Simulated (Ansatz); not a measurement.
Molecule: SeF₃, net charge 0, doublet state. It need not be the lowest isomer of its formula. 
Structure (B3LYP-D3(BJ)/def2-TZVP (Ansatz, an electronic-structure program) minimum search):
SMILES: F[Se](F)F
```xyz
4

Se    -0.2516     0.1409    -0.0140
F     -1.0244    -1.4766     0.2643
F      0.7285     1.5734    -0.5414
F      1.2465    -0.6292     0.3300
```
Charge 0, spin multiplicity 2.

Quantity: atomisation energy (electronic, to ground-state atoms), in kcal/mol. Cores are frozen in the correlated levels unless marked. Open shells are spin-unrestricted. Spin-orbit coupling is left out. The frozen core is the preceding noble-gas configuration, with the filled d and f shells of earlier blocks. No relativistic terms. The coupled-cluster limit lacks core correlation, which all-electron functionals hold. Basis-set limits of correlation are two-point, X^-3; Hartree-Fock from the larger set. [CCSD(T)-MP2]/basis is that difference in the basis named.

```
level                                              program  atomisation energy (kcal/mol)  minus last row
-------------------------------------------------  -------  -----------------------------  --------------
B3LYP/def2-TZVPD                                    Ansatz                          230.1            -0.3
PBE0/def2-SVP                                       Ansatz                          218.8           -11.6
PBE0/def2-TZVP                                      Ansatz                          227.5            -2.9
PBE0/def2-TZVPD                                     Ansatz                          228.7            -1.7
PBE0/def2-QZVPP                                     Ansatz                          230.5             0.1
MP2/aug-cc-pVDZ                                     Ansatz                          229.8            -0.6
RI-MP2/aug-cc-pVQZ                                  Ansatz                          250.2            19.8
SCS-MP2/cc-pVTZ                                     Ansatz                          219.2           -11.2
CCSD(T)/cc-pVTZ                                     Ansatz                          211.7           -18.7
RI-MP2/CBS(cc-pVTZ,cc-pVQZ)+[CCSD(T)-MP2]/cc-pVTZ   Ansatz                          230.4             0.0
```
